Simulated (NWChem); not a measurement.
## Lowest excitation of isocyanic acid (CHNO)

```xyz
4

N      1.1600    -0.0732     0.0000
C     -0.0468     0.0195     0.0000
O     -1.2104    -0.0341     0.0000
H      1.8440     0.6681     0.0000
```
Charge 0, spin multiplicity 1.

Everything below was run with NWChem. The geometry was optimised at PBE0/def2-SVP, a minimum by its harmonic frequencies.

Basis set: aug-cc-pVDZ.

The correlated methods keep 3 core orbitals frozen. B3LYP has NWChem's definition, with VWN1-RPA local correlation. Coupled-cluster values serve here as a point of comparison, not as the truth.

### Question
For the lowest vertical singlet excitation energy, TD-PBE gives 6.52 eV and TD-B3LYP gives 6.57 eV. What do CIS, EOM-CCSD give?

### Answer
CIS: 7.12 eV; EOM-CCSD: 6.75 eV.
